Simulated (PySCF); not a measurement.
`CO[C@](C)(F)CF` in a uniform electric field

Species: C₄H₈F₂O.
Geometry (PBE0-D3(BJ)/def2-SVP, Å), atoms numbered from 1 in this order:
```xyz
15
C4H8F2O angstrom
C      2.0167   -0.2350    0.0262
O      0.7506   -0.7722    0.3294
C     -0.3501   -0.1697   -0.2429
C     -1.5618   -0.9960    0.1015
F     -0.2060   -0.1675   -1.6217
C     -0.4788    1.2877    0.1877
F     -1.6778    1.8036   -0.2186
H      2.7586   -0.9916    0.3138
H      2.1191   -0.0303   -1.0510
H      2.2310    0.6878    0.5946
H     -2.4556   -0.5509   -0.3518
H     -1.6892   -1.0458    1.1912
H     -1.4106   -2.0118   -0.2864
H     -0.4101    1.3418    1.2870
H      0.3324    1.8840   -0.2601
```

Level: CAM-B3LYP/def2-SVPD (PySCF); nuclei fixed, core orbitals frozen in the response. Permanent dipole (1.625, 0.152, 1.518) D (1 au = 2.5417 D). Static polarisability (au):

```
x   62.53  0.30  0.61
y    0.30 54.72  0.06
z    0.61  0.06 51.09
```

Only the terms in μ and α are kept: μ(F) = μ + αF and ΔE = −μ·F − ½ F·αF.

Apply 0.002 au along ±x, ±y and ±z in turn. Tabulate induced and total dipoles and both energy terms.

```
field along  induced x (D)  induced y (D)  induced z (D)  total size (D)  −μ·F (kJ/mol)  −½F·αF (kJ/mol)
         +x          0.318          0.002          0.003           2.472         -3.357           -0.328
         −x         -0.318         -0.002         -0.003           2.007         +3.357           -0.328
         +y          0.002          0.278          0.000           2.266         -0.314           -0.287
         −y         -0.002         -0.278          0.000           2.226         +0.314           -0.287
         +z          0.003          0.000          0.260           2.415         -3.136           -0.268
         −z         -0.003          0.000         -0.260           2.058         +3.136           -0.268
```

For the field (-0.0020, 0.0012, 0.0008) au, what is the induced dipole, and what angle does it make with the field?

αF = (-0.316, 0.165, 0.101) D, at 4.4° to the field. The polarisability along this direction, F·αF/F², is 58.94 au, against a mean of 56.11 au.

At what field along the permanent dipole would the induced dipole along it equal the permanent one, in this linear picture?

The polarisability along the dipole is 57.83 au, so F = 0.8769 au / 57.83 au = 0.0152 au = 0.78 V/Å; higher-order terms are ignored.

What field makes μF equal to kT at 200 K?

kT = 0.6334 × 10⁻³ Eh, so F = 0.000722 au = 3.71 MV/cm.

Induction energy −ᾱe²/2R⁴ of a unit charge at 12 Å, the molecule taken as a point?

R = 22.68 bohr, so the energy is −56.1/(2 × 22.68⁴) Eh = -0.279 kJ/mol. The charge–dipole term at its most favourable orientation, −μe/R², is -4.48 kJ/mol.

One conformer (not necessarily the lowest) at the PBE0-D3(BJ)/def2-SVP geometry, without solvent, vibrations or thermal averaging.
